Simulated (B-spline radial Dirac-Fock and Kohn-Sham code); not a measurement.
# Relativistic shifts of the levels of Au⁸⁺

System: the Au⁸⁺ ion, 1s2 2s2 2p6 3s2 3p6 3d10 4s2 4p6 4d10 4f14 5s2 5p6 5d3.

Both columns are ΔSCF binding energies of the configuration average from a radial atomic solver: non-relativistic Hartree-Fock with a point nucleus, and Dirac-Fock with a finite nucleus and the Coulomb interaction alone, averaged over the two j levels with weights 2j+1.

```tsv
shell	Hartree-Fock (eV)	Dirac-Fock (eV)	shift (eV)	shift (%)
1s	73712.4	81300.3	+7587.88	+10.29
2s	12527.2	14562.6	+2035.43	+16.25
2p	12026.2	12711.1	+684.88	+5.69
3s	3080.5	3589.5	+508.93	+16.52
3p	2844.6	3036.8	+192.17	+6.76
3d	2409.1	2388.8	-20.26	-0.84
4s	785.5	913.7	+128.17	+16.32
4p	682.6	728.1	+45.47	+6.66
4d	494.1	487.8	-6.29	-1.27
4f	240.5	225.3	-15.21	-6.33
5s	224.9	250.5	+25.59	+11.37
5p	186.9	194.3	+7.41	+3.97
5d	130.4	128.3	-2.06	-1.58
```

Relativity binds 1s, 2s, 2p, 3s, 3p, 4s, 4p, 5s, 5p more strongly, among those listed most of all 3s in relative terms, and 3d, 4d, 4f, 5d more weakly, because the contracted s and p shells screen the nucleus better.

Values without a named source are computed, but for edge energies of neutral atoms, which are taken from tables.
